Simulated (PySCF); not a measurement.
ClO₂V, multiplicity 1. Atoms are numbered in the order given.

```xyz
4

V      0.4307    -0.2173     0.0000
O      1.2143     0.2291     1.2678
O      1.2143     0.2291    -1.2678
Cl    -1.7256     0.0783     0.0000
```

The structure is a stationary point at PBE0-D3(BJ)/def2-SVP. The multiplicity is an assumed one; other spin states were not compared.

Method: TDDFT-B3LYP/def2-SVPD in PySCF.

Vertical excitations. The molecule is in vacuum. State labels are in the subgroup Cs.

Computed UV-visible absorptions:
```tsv
state	symmetry	energy (eV)	λ (nm)	f	main pairs
S1	A"	2.79	444	0.000	HOMO→LUMO 85 %, HOMO−1→LUMO 14 %
S2	A"	3.42	363	0.001	HOMO−1→LUMO 77 %, HOMO→LUMO 13 %
S3	A"	3.51	354	0.002	HOMO→LUMO+1 84 %
S4	A'	3.58	346	0.010	HOMO−2→LUMO 95 %
S5	A"	4.03	308	0.001	HOMO−1→LUMO+1 91 %
S6	A'	4.16	298	0.002	HOMO−3→LUMO 91 %
S7	A'	4.26	291	0.007	HOMO→LUMO+2 36 %, HOMO−2→LUMO+1 20 %, HOMO−4→LUMO 19 %, HOMO−3→LUMO+1 10 %
S8	A'	4.29	289	0.000	HOMO−4→LUMO 70 %, HOMO−2→LUMO+1 16 %
S9	A'	4.45	278	0.018	HOMO→LUMO+2 35 %, HOMO−2→LUMO+1 28 %, HOMO−1→LUMO+2 18 %, HOMO−3→LUMO+1 11 %
S10	A"	4.82	257	0.001	HOMO−6→LUMO 93 %
T1	A"	2.66	466	0	HOMO→LUMO 81 %, HOMO−1→LUMO 18 %
T2	A"	3.23	384	0	HOMO→LUMO+1 68 %, HOMO−1→LUMO 17 %
T3	A'	3.24	383	0	HOMO−2→LUMO 69 %, HOMO−3→LUMO 12 %, HOMO−4→LUMO 10 %
T4	A"	3.29	376	0	HOMO−1→LUMO 62 %, HOMO→LUMO+1 16 %, HOMO→LUMO 15 %
```
Triplets are in the Tamm–Dancoff approximation, which puts them higher than full response would, so one can lie above its singlet here.
